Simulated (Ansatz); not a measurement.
Consider the cleavage of the Si–B bond: `[SiH3]B[CH2][GaH2]` + `N[SiH](O)F` → `O[SiH](F)N[SiH3]` + `B[CH2][GaH2]`.

Calculated with Ansatz (gas phase, PBE0-D4/def2-TZVP geometries, no zero-point term in ΔE). CBS: MP2 limit from def2 TZ/QZ plus the TZ coupled-cluster correction, frozen cores. This one scheme is used for every species. For Ga outer-core shells are correlated without core-valence functions, which leaves a few kJ/mol of doubt a bond. Scalar relativity is left out up to krypton. One conformer a species, not always the lowest.

```csv
species,MP2/def2-QZVPP energy (Eh)
`[SiH3]B[CH2][GaH2]`,-2280.35580
`N[SiH](O)F`,-521.21613
`O[SiH](F)N[SiH3]`,-811.48519
`B[CH2][GaH2]`,-1990.11296
```

(1) Work out ΔE.

Largest T1 diagnostic among the species: 0.013.

## Answers

(1) ΔE = (-811.48519) + (-1990.11296) − (-2280.35580) − (-521.21613) = -0.02622 Eh = -68.8 kJ/mol. CCSD(T)/CBS gives -62.3 kJ/mol.

From PBE to PBE0 (25 % exact exchange), in def2-TZVPP and without D4, ΔE moves by −7.4 kJ/mol. In def2-TZVPP, CCSD(T) changes the Hartree–Fock value by +28.4 kJ/mol (the triples alone add +3.8 kJ/mol) and MP2 by +22.4 kJ/mol.
